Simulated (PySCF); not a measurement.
C2H6N2OSi, SMILES [Si@H](C)(N)N=C=O. Coordinates come from a B3LYP-D3(BJ)/def2-SVP optimisation. The structure was generated by enumeration; whether it is a known compound was not checked. One conformer was computed; it need not be the lowest.

Question: Give the equilibrium geometry at B3LYP-D3(BJ)/def2-SVP (PySCF confirms it by a frequency run) as a Z-matrix. (Estimate from the structure and the level; the computed values follow.)

Answer: One answer among several that fit: 
```
Si
N 1 1.7238
H 2 1.0159 1 119.98
H 2 1.0161 3 110.50 1 146.30
N 1 1.7465 2 113.71 3 71.71
C 5 1.1977 2 144.85 3 56.60
O 6 1.1748 2 155.01 3 55.15
H 1 1.4851 2 107.42 3 -45.12
C 1 1.8675 8 113.49 5 -116.81
H 9 1.1012 1 110.83 8 -59.69
H 9 1.1012 10 108.65 1 -121.92
H 9 1.1025 10 108.29 11 -116.61
```
Charge 0, spin multiplicity 1.
